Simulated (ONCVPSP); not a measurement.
## Co (Z = 27): one change to an ONCV potential, before and after

| Quantity | Value |
| --- | --- |
| Element | Co |
| Generator | ONCVPSP 4.0.1 |
| Type | optimised norm-conserving Vanderbilt (ONCV) |
| Functional | PBE |
| Relativity | scalar-relativistic |
| Frozen core | [Ne] 3s2 |
| Valence charge | 15 |
| Reference configuration | 3p6 3d7 4s1 4p1 |
| Partial waves | 4s: rc 2.45 bohr, ncon 5, nbas 10, qcut 2.6 1/bohr, 2 projectors, debl 0.6 Ha; 3p+4p: rc 1.70 bohr, ncon 3, nbas 6, qcut 7.1 1/bohr, 3 projectors, debl 1.5 Ha; 3d: rc 1.05 bohr, ncon 4, nbas 9, qcut 17.6 1/bohr, 2 projectors, debl 1.9 Ha |
| Local potential | polynomial inside 0.85 bohr (lpopt 5, dvloc0 0 Ha) |
| Core correction | polynomial model core, fcfact 0.5 |

All-electron outer shells of the reference configuration (PBE, scalar-relativistic, ld1.x):

```
shell  level (eV)  outermost node (bohr)  outermost maximum (bohr)
   2p     -771.71                      –                      0.17
   3s     -104.26                   0.31                      0.66
   3p      -67.50                   0.28                      0.68
   3d      -10.01                      –                      0.66
   4s       -6.62                   0.96                      2.26
   4p       -2.12                   1.05                      3.09
```

Change: s: qcut 3.5; p: qcut 9.5; d: qcut 23.5.

Cutoffs: the cutoffs (Ha) at which the residual kinetic energy of the hardest occupied pseudo-wave falls to 1 and 0.1 mHa per electron; they do not see the model core or the augmentation charge, which bear on the density cutoff. Errors are all-electron minus pseudo energies relative to the spin-unpolarised reference configuration.

Problem. Predict the effect on cutoff, ghosts and configuration errors.

Solution. The potential gets harder (100 Ha and 116 Ha → 159 Ha and 185 Ha); both files keep a bound ghost (s); the lowest positive-energy flag moves from none to d at 57.4 eV; of the 4 tests that both files solve, the error grows in 1 and shrinks in 0 by more than 15 % and 0.3 meV (median size 12.7 → 13.1 meV); the range in which the d phases agree narrows (upper end at the end of the scan → 2.1).

| quantity | base | changed |
| --- | --- | --- |
| cutoff, loose | 100 Ha | 159 Ha |
| cutoff, tight | 116 Ha | 185 Ha |
| loose cutoff by channel | s 7.4 Ha, p 21 Ha, d 100 Ha | s 4.7 Ha, p 28 Ha, d 159 Ha |
| bound ghosts | s | s |
| GHOST(+) flags under 300 eV | none | d at 57.4 eV |
| error for 3p6 3d7 4s2 4p0, meV [ΔE -4.35 eV] | -5.7 | -6.0 |
| error for 3p6 3d7 4s1 4p0, meV [ΔE 4.68 eV] | -0.2 | 0.0 |
| error for 3p6 3d7 4s0 4p0, meV [ΔE 21.47 eV] | -20 | -20 |
| error for 3p6 3d6 4s2 4p1, meV [ΔE 5.31 eV] | -60 | -116 |
| s: phases at 2.49 bohr within 0.05 rad from the reference energy up to (Ha; the scan ends near 5) | n/a | n/a |
| p: phases at 1.73 bohr within 0.05 rad from the reference energy up to (Ha; the scan ends near 5) | to the end of the scan | to the end of the scan |
| d: phases at 1.06 bohr within 0.05 rad from the reference energy up to (Ha; the scan ends near 5) | to the end of the scan | 2.1 |
| rms error of d²Exc/dni dnj with the model core, mHa | 0.59 | 0.45 |

 A true bound ghost makes a file unfit for plane-wave use even where its test errors are small: the radial tests pick states by their node count and pass the ghost by.
